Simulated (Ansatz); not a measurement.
Reaction (ligand exchange at the Si–S bond): `F[Si](F)(F)S[Si](F)(F)F` + `C=CS` → `C=CS[Si](F)(F)F` + `F[Si](F)(F)S`

Calculated with Ansatz (gas phase, PBE0-D4/def2-TZVP geometries, no zero-point term in ΔE). CCSD(T)/CBS is the MP2 limit (def2-TZVPP, def2-QZVPP) plus CCSD(T) − MP2 in def2-TZVPP, frozen cores. This one scheme is used for every species. Functionals use def2-TZVPP. B3LYP here is the variant with VWN-RPA as its local correlation; programs differ in this. Each species was taken in one conformer, which may not be the lowest.

```tsv
level	ΔE (kJ/mol)	difference from CCSD(T)/CBS
PBE-D4	2.3	5.3
r2SCAN-D4	3.3	6.3
PBE0-D4	0.7	3.7
B3LYP-D4	1.1	4.1
ωB97X-V	-2.0	1.0
ωB97M-V	-1.7	1.3
B2PLYP	-1.9	1.1
PBE	0.9	3.9
r2SCAN	3.0	6.0
PBE0	-0.6	2.4
B3LYP	-1.2	1.8
HF/def2-TZVPP	-4.1	-1.1
MP2/def2-TZVPP	-2.6	0.4
SCS-MP2/def2-TZVPP	-3.2	-0.2
CCSD/def2-TZVPP	-3.5	-0.5
CCSD(T)/def2-TZVPP	-3.3	-0.3
HF/def2-QZVPP	-3.1	-0.1
MP2/def2-QZVPP	-2.2	0.8
SCS-MP2/def2-QZVPP	-2.8	0.2
HF/CBS(def2)	-3.0	0.0
MP2/CBS(def2)	-2.4	0.6
CCSD/CBS(def2)	-3.3	-0.3
CCSD(T)/CBS	-3.0	0
```

Largest T1 diagnostic among the species: 0.012.
